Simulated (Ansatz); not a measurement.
Consider the ligand exchange at the Si–N bond: `C[Si]N(C)C` + HCl → `C[Si]Cl` + dimethylamine.

Gas-phase electronic energies from Ansatz, PBE0-D4/def2-TZVP geometries. CCSD(T)/CBS adds triple-zeta CCSD(T) − MP2 to the extrapolated MP2 energy (def2 sets, frozen cores). This one scheme is used for every species. Functionals use def2-TZVPP. HSE06 is defined as in plane-wave codes. One conformer a species, not always the lowest.

`C[Si]N(C)C`:

```xyz
14

C    -1.216   -1.943   -0.347
Si    0.593   -1.518    0.083
N     0.539    0.200    0.130
C    -0.570    1.098   -0.092
C     1.759    0.919    0.436
H    -1.918   -1.584    0.415
H    -1.525   -1.521   -1.310
H    -1.326   -3.028   -0.412
H    -1.481    0.549   -0.320
H    -0.359    1.779   -0.927
H    -0.754    1.718    0.795
H     2.038    1.590   -0.386
H     1.642    1.529    1.340
H     2.576    0.213    0.598
```

HCl:

```xyz
2

Cl   -0.326   -0.345    0.429
H     0.326    0.345   -0.429
```

`C[Si]Cl`:

Cartesian coordinates in Å:
```
C -0.079 0.270 -0.531
Si -0.961 -0.299 1.036
Cl 0.690 -1.112 2.033
H 0.718 0.979 -0.280
H -0.770 0.744 -1.232
H 0.402 -0.582 -1.025
```

`CNC`:

Cartesian coordinates in Å:
```
C -0.284 -0.020 -1.175
N 0.620 0.332 -0.104
C 0.062 0.078 1.204
H 0.203 0.135 -2.139
H -1.162 0.632 -1.139
H -0.646 -1.062 -1.133
H 1.490 -0.173 -0.209
H -0.798 0.735 1.367
H 0.800 0.305 1.976
H -0.285 -0.960 1.351
```

```json
{"level": "BLYP-D4", "ΔE (kcal/mol)": "-2.7", "difference from CCSD(T)/CBS": "0.1"}
{"level": "r2SCAN0-D4", "ΔE (kcal/mol)": "-4.0", "difference from CCSD(T)/CBS": "-1.2"}
{"level": "HSE06-D4", "ΔE (kcal/mol)": "-4.0", "difference from CCSD(T)/CBS": "-1.2"}
{"level": "ωB97M-V", "ΔE (kcal/mol)": "-4.4", "difference from CCSD(T)/CBS": "-1.6"}
{"level": "revPBE", "ΔE (kcal/mol)": "-6.7", "difference from CCSD(T)/CBS": "-3.9"}
{"level": "PBE0", "ΔE (kcal/mol)": "-5.4", "difference from CCSD(T)/CBS": "-2.6"}
{"level": "CAM-B3LYP", "ΔE (kcal/mol)": "-4.8", "difference from CCSD(T)/CBS": "-2.0"}
{"level": "HF/def2-SVP", "ΔE (kcal/mol)": "-8.4", "difference from CCSD(T)/CBS": "-5.6"}
{"level": "SCS-MP2/def2-TZVPP", "ΔE (kcal/mol)": "-2.2", "difference from CCSD(T)/CBS": "0.6"}
{"level": "CCSD/def2-TZVPP", "ΔE (kcal/mol)": "-2.9", "difference from CCSD(T)/CBS": "-0.1"}
{"level": "CCSD(T)/CBS", "ΔE (kcal/mol)": "-2.8", "difference from CCSD(T)/CBS": "0"}
```

Largest T1 diagnostic among the species: 0.014.

The D4 term adds +2.6 kcal/mol with B3LYP and +1.5 kcal/mol with PBE0; it sums over pairs of atoms, weighted by their polarisabilities, and B3LYP, whose exchange is more repulsive, gets the larger term. Leaving LDA and LC-ωPBE aside and taking each functional with its dispersion term where it has one, the values, not all of them listed here, spread over 2.2 kcal/mol, from B97M-V to revPBE-D4. LDA lies +4.4 kcal/mol from PBE without D4.

B3LYP here is the variant with VWN-RPA as its local correlation; programs differ in this.
